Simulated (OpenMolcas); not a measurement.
Ni2+ (d8) among equal point charges was computed by CASSCF with the d shell active (OpenMolcas, ANO-RCC-VDZP on the metal). Its lowest spin-free states, and all those of the highest spin:

| 2S+1 | Degeneracy | E (cm-1) |
| --- | --- | --- |
| 3 | 1 | 0.0 |
| 3 | 3 | 4200 |
| 3 | 3 | 7475 |
| 1 | 2 | 18453 |
| 1 | 3 | 21498 |
| 3 | 3 | 24556 |
| 1 | 1 | 28271 |
| 1 | 3 | 29215 |
| 1 | 2 | 31037 |
| 1 | 3 | 31728 |
| 1 | 1 | 66746 |

Q: Is the site octahedral, tetrahedral or cube-like, axial, or of lower symmetry?

A: The states with 2S+1 = 3 have orbital degeneracies 1, 3, 3, 3. Threefold states need a cubic site. For d8 at this spin an octahedron puts the single A2 below the threefold T2 and a tetrahedron or cube puts the threefold T1 below the threefold T2, so the site is octahedral. The first gap at this spin, 4200 cm-1, is |10Dq| in ligand-field theory. The run had Ni2+ among 6 point charges of -2 e arranged as an octahedron (Oh), 2.03 Å from the ion.

Without dynamic correlation the repulsion within the d shell is too large (B by tens of per cent), so at a given field states of lower spin stand too high. Point charges carry no covalency, so the field is a model and not that of real ligands. No measured value stands beside these numbers.
